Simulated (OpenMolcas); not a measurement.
Predicting a hybrid from its neighbours: SnHClOF2

SnHClOF2 has 6 atoms, charge 0, and is taken as a singlet. SMILES: `[OH][Sn]([F])([F])[Cl]`. The shape is that of a PBE0-D4/def2-TZVP optimisation. This is one conformer, not always the lowest.

The vertical energy of the triplet above the singlet y, in eV, basis def2-SVP with a core potential; a is the functional's share of exact exchange. Programs: OpenMolcas 26.06.

| functional | program | a | y (eV) |
| --- | --- | --- | --- |
| revPBE | OpenMolcas | 0 | 4.77 |
| r2SCAN | OpenMolcas | 0 | 5.08 |
| B3LYP | OpenMolcas | 0.2 | ? |
| PBE0 | OpenMolcas | 0.25 | 5.32 |
| BHLYP | OpenMolcas | 0.5 | 5.51 |

Problem. Fit y = c + s·a to the known rows and predict B3LYP.

Solution. 
1. Means of the 4 rows: a = 0.1875, y = 5.170.
2. Σ(Δa)² = 0.17188, Σ(Δa·Δy) = 0.2075, so the slope is 0.2075/0.17188 = 1.2072.
3. Intercept: 5.170 − (1.2072) × 0.1875 = 4.944. The largest residual of the fit is 0.17.
4. B3LYP: 4.944 + (1.2072) × 0.2 = 5.19 eV.

The run gave 5.15 eV, so the prediction is off by +0.04 eV, within the largest residual. The rows mix families of semi-local functionals, which the line can't see. Spin-orbit coupling is left out.
